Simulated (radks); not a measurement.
Fe2+, configuration [Ar] 3d6.

Method: scalar-relativistic Kohn-Sham, BLYP, spin-unpolarised, spherical densities, finite nucleus; Fermi nuclear charge, rms radius 3.7377 fm; computed with a radial shooting solver on a logarithmic mesh with Libxc functionals.

Energy parts (hartree):
| part | energy |
|---|---|
| total | -1271.84690 |
| kinetic | 1287.13548 |
| electron-nucleus | -3024.72647 |
| Hartree | 521.21739 |
| exchange-correlation | -55.47330 |

Orbitals (lengths in bohr, moments of r in powers of bohr; <r^-3> diverges for s and p1/2):
orbital  occ.  eigenvalue (hartree)  <1/r>     <r^2>  <r^-3>      <r>
1s          2             -257.9797  25.98  0.004595       -  0.05845
2s          2             -30.80065  5.558   0.08416       -   0.2670
2p          6             -26.35367  5.455   0.06816   481.3   0.2355
3s          2              -4.12725  1.746    0.7599       -   0.8112
3p          6              -2.88220  1.605    0.8680   59.92   0.8577
3d          6              -0.94589  1.235     1.531   5.083    1.085

The highest occupied level is 3d at -25.739 eV. Summed over all electrons, <r^2> = 16.50 bohr^2, which gives a Langevin (diamagnetic) susceptibility term of -13.1 x 10^-6 cm^3/mol. The density falls to 0.001 e/bohr^3 at r = 3.07 bohr. The electron density at the nucleus is 1.521e+04 e/bohr^3 (large components only). For comparison, the ionisation energy in NIST's Atomic Spectra Database is 30.65 eV (measured). In exact Kohn-Sham theory the highest level is minus the ionisation energy, but local and semilocal functionals leave it too shallow, through self-interaction and a potential that decays too fast; potentials with the right tail come closer.

Beside tabulated values, note that spin-unpolarised runs miss the spin-polarisation part of the exchange energy of open shells.
